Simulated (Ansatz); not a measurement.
Two isomers of CH7ClSi2: A = `[SiH3]C[SiH2]Cl`, B = `C[SiH2][SiH2]Cl`.

Computed with Ansatz on PBE0-D4/def2-TZVP structures; ΔE is electronic, products minus reactants. CCSD(T)/CBS is the MP2 limit (def2-TZVPP, def2-QZVPP) plus CCSD(T) − MP2 in def2-TZVPP, frozen cores. This one scheme is used for every species. Functionals use def2-TZVPP. One conformer a species, not always the lowest.

Question: Which is lower in electronic energy at CCSD(T)/CBS, and by how much? (Best estimate.)

Answer: Computed: A, by 11.9 kJ/mol.

Question: Give E(B) − E(A) in kJ/mol with CCSD/def2-TZVPP, MP2/def2-TZVPP, CCSD(T)/def2-SVP, PBE0-D4, BLYP-D4, r2SCAN-D4, HF/def2-TZVPP. (Estimate.)

Answer: Computed: CCSD/def2-TZVPP 13.5, MP2/def2-TZVPP 19.1, CCSD(T)/def2-SVP 11.5, PBE0-D4 2.2, BLYP-D4 4.3, r2SCAN-D4 6.7, HF/def2-TZVPP 16.7. None reverses the order clearly.

Question: Does the order hold for the free energy at 298.15 K (harmonic terms from PBE0-D4)? (Estimate.)

Answer: Computed: Yes: G(B) − G(A) = +16.4 kJ/mol, for one conformer each. Modes under 60 cm⁻¹, often nearly free rotors, make the harmonic entropy too high.

Largest T1 diagnostic: 0.010.

Leaving LDA and LC-ωPBE aside and taking each functional with its dispersion term where it has one, the values, not all of them listed here, spread over 17.3 kJ/mol, from PBE-D4 to ωB97M-V. LDA lies +5.0 kJ/mol from PBE without D4. From BLYP to BHLYP (50 % exact exchange), in def2-TZVPP and without D4, E(B) − E(A) moves by +8.9 kJ/mol.
